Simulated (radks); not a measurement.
Question: These are the eigenvalues of the occupied orbitals of an atom or ion with whole-number occupations (eV). Method: scalar-relativistic Kohn-Sham, PBE, spin-polarised, spherical densities, point nucleus; computed with a radial shooting solver on a logarithmic mesh with Libxc functionals.

| orbital | eigenvalue |
|---|---|
| 1s | -1280.211 |
| 2s | -99.9683 |
| 2p | -66.7053 |

Which element is it, and in what charge state? The configuration may be excited. Open shells, if any, are filled with parallel spins first.

Answer: Z = 12, magnesium, charge +2: Mg2+ in [Ne]. The list shows which subshells hold electrons but not how many an open one holds; the 1s level, -47.047 hartree, gives Z - s = 9.7 by -(Z - s)^2/2, which with screening and relativity narrows Z to a few neighbours, and the depths of the outer levels then fix element, charge and occupations together.
